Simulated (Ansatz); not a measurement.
Cost and result for the atomization energy of CH$_{4}$InNS$_{2}$ (`[NH2][In]1[CH2]S[S]1`) (9 atoms, 9 bonds).

```xyz
9

N     2.0109   -0.7340   -1.0620
In    0.2761   -0.3359   -0.1387
C    -1.1443    1.1421    0.5337
S    -2.4338   -0.0215    1.0350
S    -1.5459   -1.8265    0.4019
H     2.3568   -1.6780   -0.9584
H     2.7707   -0.0855   -0.9116
H    -1.4803    1.7913   -0.2772
H    -0.8103    1.7480    1.3773
```

The species carries charge 0 and has multiplicity 1. Correlated methods include outer-core shells of In, which these sets cover unevenly. In takes the def2 core potential. The structure was optimised at the PBE0-D4/def2-TZVP level. It is one conformer, not always the lowest. Program: Ansatz. All runs use 4 threads of an Arm Neoverse V2 on a shared host. Times are those of one run each, without the atoms' runs, and a repeat can differ threefold. Electronic energies, without spin–orbit coupling; frozen cores. CCSD(T)/CBS adds CCSD(T) − MP2 in def2-TZVPP to the MP2 limit, and its time is that of the two runs behind it. T1 = 0.015. With those shells the extrapolation isn't a true limit. B3LYP takes the VWN-RPA correlation (the form of Gaussian; ORCA's B3LYP/G). HSE06 is the plane-wave form, built on full-range PBE exchange.

CCSD(T)/CBS is a level of theory with its own doubt, some kJ/mol a heavy atom from the limit and from the frozen cores, so smaller differences don't rank the functionals.

```json
{"level": "BLYP-D4/def2-TZVPP", "functions": "252", "wall time": "2.1 s", "atomization (kJ/mol)": "2800.0", "difference from CCSD(T)/CBS": "-36.2", "per bond": "-4.0"}
{"level": "PBE-D4/def2-TZVPP (with forces)", "functions": "252", "wall time": "2.6 s", "atomization (kJ/mol)": "2909.4", "difference from CCSD(T)/CBS": "73.2", "per bond": "8.1"}
{"level": "PBE0-D4/def2-TZVPP", "functions": "252", "wall time": "3.4 s", "atomization (kJ/mol)": "2832.2", "difference from CCSD(T)/CBS": "-4.0", "per bond": "-0.4"}
{"level": "HSE06-D4/def2-TZVPP", "functions": "252", "wall time": "3.8 s", "atomization (kJ/mol)": "2835.3", "difference from CCSD(T)/CBS": "-0.9", "per bond": "-0.1"}
{"level": "CAM-B3LYP-D4/def2-TZVPP", "functions": "252", "wall time": "4.2 s", "atomization (kJ/mol)": "2795.5", "difference from CCSD(T)/CBS": "-40.7", "per bond": "-4.5"}
{"level": "B3LYP-D4/def2-TZVPP (with forces)", "functions": "252", "wall time": "5.5 s", "atomization (kJ/mol)": "2790.3", "difference from CCSD(T)/CBS": "-45.9", "per bond": "-5.1"}
{"level": "r2SCANh-D4/def2-TZVPP", "functions": "252", "wall time": "6 s", "atomization (kJ/mol)": "2797.4", "difference from CCSD(T)/CBS": "-38.8", "per bond": "-4.3"}
{"level": "PBE-QIDH/def2-TZVPP", "functions": "252", "wall time": "6.5 s", "atomization (kJ/mol)": "2797.2", "difference from CCSD(T)/CBS": "-39.0", "per bond": "-4.3"}
{"level": "CCSD(T)/def2-SVP", "functions": "110", "wall time": "6.5 s", "atomization (kJ/mol)": "2531.6", "difference from CCSD(T)/CBS": "-304.6", "per bond": "-33.8"}
{"level": "B97M-V/def2-TZVPP", "functions": "252", "wall time": "9.5 s", "atomization (kJ/mol)": "2833.6", "difference from CCSD(T)/CBS": "-2.6", "per bond": "-0.3"}
{"level": "MP2/def2-QZVPP", "functions": "456", "wall time": "19 s", "atomization (kJ/mol)": "2850.2", "difference from CCSD(T)/CBS": "14.0", "per bond": "1.6"}
{"level": "CCSD(T)/def2-TZVPP", "functions": "252", "wall time": "3.3 min", "atomization (kJ/mol)": "2716.6", "difference from CCSD(T)/CBS": "-119.6", "per bond": "-13.3"}
{"level": "CCSD(T)/CBS(def2)", "functions": "–", "wall time": "3.6 min", "atomization (kJ/mol)": "2836.2", "difference from CCSD(T)/CBS": "0.0", "per bond": "0.0"}
```

The D4 term adds +42.3 kJ/mol with B3LYP and +21.9 kJ/mol with PBE0; it sums over pairs of atoms, weighted by their polarisabilities, and B3LYP, whose exchange is more repulsive, gets the larger term. From BLYP to BHLYP (50 % exact exchange), in def2-TZVPP and without D4, the atomization energy moves by −102.8 kJ/mol: exact exchange takes away binding that semilocal exchange gives to molecules. At CCSD(T), def2-SVP lies −304.6 kJ/mol from the extrapolated value and def2-TZVPP −119.6 kJ/mol: correlation converges slowly with the basis, and small sets miss more of it in the bonded molecule than in its fragments.

Spin–orbit coupling would lower the free In atoms strongly, and the atomization energy with them, by more than many differences here.
